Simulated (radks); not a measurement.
Initial-state core-level shifts of the bismuth ion Bi+ when its valence configuration changes from [Hg] 6p2. All-electron calculation, Dirac Kohn-Sham, PBE, spin-unpolarised, spherical densities, point nucleus; open shells fill j = l - 1/2 first. Program: a radial shooting solver on a logarithmic mesh with Libxc functionals. Shifts are changes of the shell-averaged eigenvalues in eV (positive: less bound).

| valence | 2p | 3s | 4s | 5s |
|---|---|---|---|---|
| [Xe] 4f14 5d10 6s1 6p3 | -2.054 | -2.065 | -2.069 | -2.053 |
| [Xe] 4f14 5d9.5 6s2 6p2.5 | -3.370 | -3.333 | -3.284 | -3.066 |
| [Xe] 4f12 5d10 6s2 6p4 | -46.396 | -51.500 | -44.577 | -22.128 |
| [Xe] 4f13 5d10 6s2 6p3 | -22.777 | -25.292 | -22.023 | -11.014 |
| [Xe] 4f12 5d9 6s2 6p5 | -53.615 | -58.586 | -51.480 | -28.340 |
| [Xe] 4f12 5d9.5 6s2 6p4.5 | -49.995 | -55.036 | -48.025 | -25.242 |
| [Xe] 4f12 5d10 6s1 6p5 | -48.304 | -53.422 | -46.498 | -24.012 |
| [Xe] 4f14 5d9 6s2 6p3 | -6.756 | -6.676 | -6.572 | -6.115 |
| [Xe] 4f14 5d8.5 6s2 6p3.5 | -10.162 | -10.033 | -9.869 | -9.148 |
